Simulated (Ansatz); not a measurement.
`C[NH][SnH2][SiH3]` and `[SiH3][NH][SnH2][SiH3]` differ in one atom or group.

Ansatz, PBE0-D4/def2-TZVP geometries, multiplicity 1. Each molecule was computed in one conformer, which needn't be the lowest.

Elements past krypton have def2 core potentials.

| property | `C[NH][SnH2][SiH3]` |
| --- | --- |
| LUMO energy (PBE0/def2-TZVPP) / eV | -0.38 |
| HOMO–LUMO gap (ωB97M-V/def2-TZVPP) / eV | 9.75 |
| HOMO energy (B3LYP/def2-TZVPP) / eV | -6.16 |
| LUMO energy (PBE/def2-TZVPP) / eV | -1.15 |
| HOMO energy (PBE/def2-TZVPP) / eV | -5.11 |
| HOMO energy (PBE0/def2-TZVPP) / eV | -6.38 |

(1) Give the same properties after the change, and the shifts. (Estimate.)

Results:

(1) The calculation gave: 
| property | `[SiH3][NH][SnH2][SiH3]` | shift |
| --- | --- | --- |
| LUMO energy (PBE0/def2-TZVPP) / eV | -0.66 | -0.28 |
| HOMO–LUMO gap (ωB97M-V/def2-TZVPP) / eV | 10.28 | 0.53 |
| HOMO energy (B3LYP/def2-TZVPP) / eV | -6.88 | -0.72 |
| LUMO energy (PBE/def2-TZVPP) / eV | -1.44 | -0.29 |
| HOMO energy (PBE/def2-TZVPP) / eV | -5.79 | -0.68 |
| HOMO energy (PBE0/def2-TZVPP) / eV | -7.10 | -0.72 |

With PBE0 the HOMO falls by 0.72 eV and the LUMO falls by 0.28 eV, so the gap widens by about 0.44 eV. PBE moves the HOMO by -0.68 eV and ωB97M-V by -0.79 eV.

B3LYP here is the variant with VWN-RPA as its local correlation; programs differ in this.
